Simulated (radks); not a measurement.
Problem. The barium ion Ba2+, 54 electrons, occupied as [Xe] (the NIST ground configuration). Calculated with a radial shooting solver on a logarithmic mesh with Libxc functionals: scalar-relativistic Kohn-Sham, PBEsol, spin-polarised, spherical densities, point nucleus; hard spherical wall at 2.5 bohr. Some entries of the table are withheld. Estimate them.

orbital  occ.  eigenvalue (eV)  <r^2> (bohr^2)
1s          2        -37227.84             (1)
2s          2        -5873.576         0.01422
2p          6        -5266.068         0.01130
3s          2        -1230.315         0.09758
3p          6        -1035.625         0.09765
3d         10        -752.6415             (2)
4s          2              (3)             (4)
4p          6        -171.5887             (5)
4d         10         -81.1709          0.7651
5s          2         -25.0686           2.209
5p          6          -5.2100           2.385
4f          0          11.5615           1.351
5d          0          27.7472           2.560
6s          0          91.2007           2.646

Solution. 
(1) 1s <r^2> (bohr^2): 0.0008889
(2) 3d <r^2> (bohr^2): 0.08407
(3) 4s eigenvalue (eV): -234.0619
(4) 4s <r^2> (bohr^2): 0.5175
(5) 4p <r^2> (bohr^2): 0.5913
